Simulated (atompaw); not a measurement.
# Which change was made? (Sb, PAW (atompaw))

Sb (Z = 51), PAW, made with atompaw 4.2.0.5 (PBEsol, scalar-relativistic). Core [Kr] 4d10, reference 5s2 5p3. Waves: 5s (bound): rc 2.20 bohr; 5s channel at 0.45 Ry: rc 2.20 bohr; 5p (bound): rc 2.20 bohr; 5p channel at 1.55 Ry: rc 2.20 bohr; 5d channel at 0.1 Ry: rc 2.10 bohr. Local part: troulliermartins scheme with l = 3 at -0.5 Ry, radius 2.05 bohr. Core correction: smooth core density matched at 1.15 bohr. Augmentation charge: sinc compensation charge, radius 2.10 bohr; PAW radius 2.20 bohr; waves and projectors: custom rrkj gramschmidtortho.

Cutoffs, loose and tight: the cutoffs (Ry, on a coarse ladder) from which the occupation-weighted sum of valence levels, in a spherical-Bessel basis at the reference potential, stays within 10 and 1 mRy of its value at 400 Ry. They see the waves, projectors and local potential, not the compensation charge or the core.

The base gives: outcome: generated; cutoff, loose: 6 Ry; cutoff, tight: 8 Ry; bound ghosts: s.

(1) After one change the result is: outcome: failed: atompaw: The overlap operator has at least one negative eigenvalue!. Which change was it?
A. added wave 5d channel at 2.35 Ry: rc 2.20 bohr
B. core [Ar] 3d10, valence charge 23; reference 4s2 4p6 4d10 5s2 5p2; waves now 4s (bound): rc 1.05 bohr; 5s (bound): rc 1.35 bohr; 4p (bound): rc 1.30 bohr; 5p (bound): rc 1.60 bohr; 4d (bound): rc 1.30 bohr; 4d channel at 2.3 Ry: rc 1.60 bohr; 4f channel at 0.35 Ry: rc 1.30 bohr; 4f channel at 2.6 Ry: rc 1.30 bohr; local potential troulliermartins scheme with l = 4 at -0.5 Ry, radius 1.60 bohr; core correction smooth core density matched at 1.55 bohr; augmentation sinc compensation charge, radius 1.40 bohr; PAW radius 1.60 bohr; waves and projectors: custom rrkj gramschmidtortho
C. local potential bessel scheme, radius 2.05 bohr

Answers

(1) B. The others give: local potential bessel scheme, radius 2.05 bohr → outcome: generated; cutoff, loose: 6 Ry; cutoff, tight: 8 Ry; bound ghosts: none | added wave 5d channel at 2.35 Ry: rc 2.20 bohr → outcome: generated; cutoff, loose: 6 Ry; cutoff, tight: 8 Ry; bound ghosts: s, d.
